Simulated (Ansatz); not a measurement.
`CC[SiH](O)[SiH3]` + `N[SiH](F)[Si](N)(O)O` → `CC[SiH](F)[SiH3]` + `N[SiH](O)[Si](N)(O)O`  (redistribution)

Calculated with Ansatz (gas phase, PBE0-D4/def2-TZVP geometries, no zero-point term in ΔE). CCSD(T)/CBS adds triple-zeta CCSD(T) − MP2 to the extrapolated MP2 energy (def2 sets, frozen cores). DFT in def2-TZVPP. B3LYP here is the variant with VWN-RPA as its local correlation; programs differ in this. One conformer a species, not always the lowest.

```
        level  ΔE (eV)
        B3LYP     0.00
HF/def2-TZVPP     0.02
HF/def2-QZVPP     0.02
MP2/CBS(def2)     0.00
```

(1) What does CCSD(T)/CBS give? (Best estimate.)

Largest T1 diagnostic among the species: 0.012.

Results:

(1) Ansatz gave: 0.00 eV. The listed levels differ from it by 0.00, 0.02, 0.02, 0.00 eV.
